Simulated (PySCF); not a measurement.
PySCF input:

```python
from pyscf import gto, scf, dft

mol = gto.M(
    atom='''
    F    -1.21299123   -0.50470806    0.01613613
    S    -0.00574452    0.55322190    0.00745691
    F     1.22320370   -0.47879753   -0.02939285
    ''',
    basis='def2-tzvpd',
    charge=0,
    spin=0,
    verbose=4,
)

mf = dft.RKS(mol, xc='bp86').density_fit(auxbasis='def2-universal-jkfit')
mf.grids.level = 3
mf.conv_tol = 1e-9
mf.max_cycle = 100
mf.max_memory = 1500
mf.kernel()
if not mf.converged:
    mf = mf.newton()
    mf.kernel(mf.make_rdm1())
mf.analyze()
```

Question: Predict the final energy.

Answer: -597.97889 Eh (BP86/def2-TZVPD).
